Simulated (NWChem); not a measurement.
System: C$_{3}$H$_{4}$FNSi; SMILES C1(N=C[SiH2]C=1)F

NWChem input:

```
start job
memory heap 200 mb stack 900 mb global 1100 mb
geometry units angstroms noautosym nocenter noautoz
  F     -0.251249    -2.314493     0.000000
  C     -0.127430    -1.003852     0.000000
  C     -1.160538    -0.140684     0.000000
  Si    -0.377795     1.537643     0.000000
  C      1.337920     0.691385     0.000000
  N      1.217610    -0.585164     0.000000
  H     -2.195259    -0.481127     0.000000
  H     -0.612719     2.370046     1.217167
  H     -0.612719     2.370046    -1.217167
  H      2.351136     1.116057     0.000000
end
basis spherical
  * library def2-svp
end
dft
  xc m05-2x
  iterations 150
end
cosmo
  do_cosmo_smd true
  solvent toluene
end
task dft energy
```

Parts of the log:

```
             Northwest Computational Chemistry Package (NWChem) 7.3.0
             --------------------------------------------------------

                             Geometry "geometry" -> ""
                             -------------------------

 Output coordinates in angstroms (scale by  1.889725989 to convert to a.u.)

  No.       Tag          Charge          X              Y              Z
 ---- ---------------- ---------- -------------- -------------- --------------
    1 F                    9.0000    -0.25124900    -2.31449300     0.00000000
    2 C                    6.0000    -0.12743000    -1.00385200     0.00000000
    3 C                    6.0000    -1.16053800    -0.14068400     0.00000000
    4 Si                  14.0000    -0.37779500     1.53764300     0.00000000
    5 C                    6.0000     1.33792000     0.69138500     0.00000000
    6 N                    7.0000     1.21761000    -0.58516400     0.00000000
    7 H                    1.0000    -2.19525900    -0.48112700     0.00000000
    8 H                    1.0000    -0.61271900     2.37004600     1.21716700
    9 H                    1.0000    -0.61271900     2.37004600    -1.21716700
   10 H                    1.0000     2.35113600     1.11605700     0.00000000

 Effective nuclear repulsion energy (a.u.)     272.8091713599

                                 NWChem DFT Module
                                 -----------------

 Summary of "ao basis" -> "ao basis" (spherical)
 ------------------------------------------------------------------------------
       Tag                 Description            Shells   Functions and Types
 ---------------- ------------------------------  ------  ---------------------
 F                          def2-svp                 6       14   3s2p1d
 C                          def2-svp                 6       14   3s2p1d
 Si                         def2-svp                 8       18   4s3p1d
 N                          def2-svp                 6       14   3s2p1d
 H                          def2-svp                 3        5   2s1p

 in cosmo_initialize ...
 calling solv_data for solv:toluene

 solvent parameters
 solvname_short: toluene
 solvname_long:  toluene
 dielec:        2.3741
 dielecinf:     2.2383
 nonaqueous SMD model solvent descriptors
 dielec:        2.3741
 sola:          0.0000
 solb:          0.1400
 solc:          0.8570
 solg:         40.2000
 solh:          0.0000
 soln:          1.4961

          ---------------
          -cosmo- solvent
          ---------------
 Cosmo: York-Karplus, doi: 10.1021/jp992097l
 dielectric constant -eps-     =   2.37
 screen = (eps-1)/(eps    )    =   0.57879
 surface charge correction     = lagrangian

   van der Waals surface
 --------------------------

[...]

                                COSMO-SMD solvation results
                                ---------------------------

             internal energy in gas <Psi(g)|H|Psi(g)> =      -560.417594724066
         internal energy in solvent <Psi(s)|H|Psi(s)> =      -560.417170968705
                               delta internal energy  =         0.000423755361 (    0.27 kcal/mol)
   total free energy in solvent <Psi(s)|H+V/2|Psi(s)> =      -560.421692744158
 polarization energy contribution <Psi(s)|V/2|Psi(s)> =        -0.004521775453 (   -2.84 kcal/mol)
    total free energy in solvent including G(SMD-CDS) =      -560.420518851670
                       G(SMD-CDS) energy contribution =         0.001173892488 (    0.74 kcal/mol)
     1 M fixed-concentration free energy of solvation =        -0.002924127604 (   -1.83 kcal/mol)

                       DFT Final Molecular Orbital Analysis
                       ------------------------------------

 Vector   24  Occ=2.000000D+00  E=-4.099526D-01
              MO Center= -1.6D-01,  1.5D+00,  3.3D-08, r^2= 3.7D+00
   Bfn.  Coefficient  Atom+Function         Bfn.  Coefficient  Atom+Function
  ----- ------------  ---------------      ----- ------------  ---------------
    94      0.285067   8 H  s                99     -0.285067   9 H  s
    52      0.259724   4 Si pz               80      0.245286   6 N  pz
    55      0.176809   4 Si pz               83     -0.173142   6 N  pz
    95      0.167887   8 H  s               100     -0.167887   9 H  s
    49     -0.143791   4 Si pz               66     -0.142284   5 C  pz

 Vector   25  Occ=2.000000D+00  E=-3.364239D-01
              MO Center=  1.0D+00,  4.7D-02, -3.0D-10, r^2= 2.7D+00
   Bfn.  Coefficient  Atom+Function         Bfn.  Coefficient  Atom+Function
  ----- ------------  ---------------      ----- ------------  ---------------
    78      0.342091   6 N  px               79     -0.281593   6 N  py
    81     -0.262050   6 N  px               64      0.224656   5 C  px
    82      0.206557   6 N  py               77     -0.200165   6 N  s
    50     -0.193207   4 Si px              104      0.183349  10 H  s
    18      0.181548   2 C  px               65     -0.169854   5 C  py

 Vector   26  Occ=2.000000D+00  E=-3.170757D-01
              MO Center= -3.6D-01, -2.9D-01,  7.1D-10, r^2= 2.6D+00
   Bfn.  Coefficient  Atom+Function         Bfn.  Coefficient  Atom+Function
  ----- ------------  ---------------      ----- ------------  ---------------
    34      0.403641   3 C  pz               37      0.326159   3 C  pz
    20      0.311920   2 C  pz               66     -0.232585   5 C  pz
     6      0.193246   1 F  pz               69     -0.183247   5 C  pz
    23      0.173235   2 C  pz               80      0.166042   6 N  pz
     9     -0.159609   1 F  pz               83     -0.125704   6 N  pz

 Vector   27  Occ=0.000000D+00  E=-4.027607D-02
              MO Center=  4.7D-01,  3.0D-01,  6.5D-10, r^2= 3.3D+00
   Bfn.  Coefficient  Atom+Function         Bfn.  Coefficient  Atom+Function
  ----- ------------  ---------------      ----- ------------  ---------------
    69      0.416680   5 C  pz               66      0.362883   5 C  pz
    83     -0.309777   6 N  pz               55      0.296554   4 Si pz
    95     -0.284003   8 H  s               100      0.284003   9 H  s
    80      0.272002   6 N  pz               37      0.265614   3 C  pz
    23     -0.256788   2 C  pz               20     -0.251755   2 C  pz

 Vector   28  Occ=0.000000D+00  E= 6.097072D-02
              MO Center= -5.0D-01,  1.7D+00,  1.4D-10, r^2= 3.7D+00
   Bfn.  Coefficient  Atom+Function         Bfn.  Coefficient  Atom+Function
  ----- ------------  ---------------      ----- ------------  ---------------
    53      1.307462   4 Si px               63     -0.974031   5 C  s
    31      0.778108   3 C  s                36      0.360857   3 C  py
    54      0.326255   4 Si py              105      0.274133  10 H  s
    68     -0.248933   5 C  py               67      0.229132   5 C  px
    17     -0.189781   2 C  s                50      0.188167   4 Si px

 Vector   29  Occ=0.000000D+00  E= 9.145570D-02
              MO Center= -3.7D-01,  1.7D+00, -3.9D-10, r^2= 4.1D+00
   Bfn.  Coefficient  Atom+Function         Bfn.  Coefficient  Atom+Function
  ----- ------------  ---------------      ----- ------------  ---------------
    54      1.843352   4 Si py               31      1.029285   3 C  s
    95     -0.818259   8 H  s               100     -0.818259   9 H  s
    63      0.590922   5 C  s                46     -0.548257   4 Si s
    36      0.428491   3 C  py               45      0.429415   4 Si s
    53     -0.429636   4 Si px               77      0.342651   6 N  s

     Multipole analysis of the density
     ---------------------------------

     L   x y z        total         alpha         beta         nuclear
     -   - - -        -----         -----         ----         -------
     0   0 0 0     -0.000000    -26.000000    -26.000000     52.000000

     1   1 0 0     -0.319056     -0.351382     -0.351382      0.383709
     1   0 1 0      1.257234      1.331092      1.331092     -1.404949
     1   0 0 1      0.000000      0.000000      0.000000      0.000000

     2   2 0 0    -29.506496    -91.461339    -91.461339    153.416182
     2   1 1 0      2.412613      0.873439      0.873439      0.665734
     2   1 0 1      0.000000      0.000000      0.000000      0.000000
     2   0 2 0    -32.168520   -204.375964   -204.375964    376.583408
     2   0 1 1      0.000000      0.000000      0.000000      0.000000
     2   0 0 2    -31.617838    -21.099435    -21.099435     10.581031
```

Level: M05-2X/def2-SVP, SMD on the gas-phase geometry. Structure relaxed at the PBE0/def2-SVP level. Solvent: toluene.
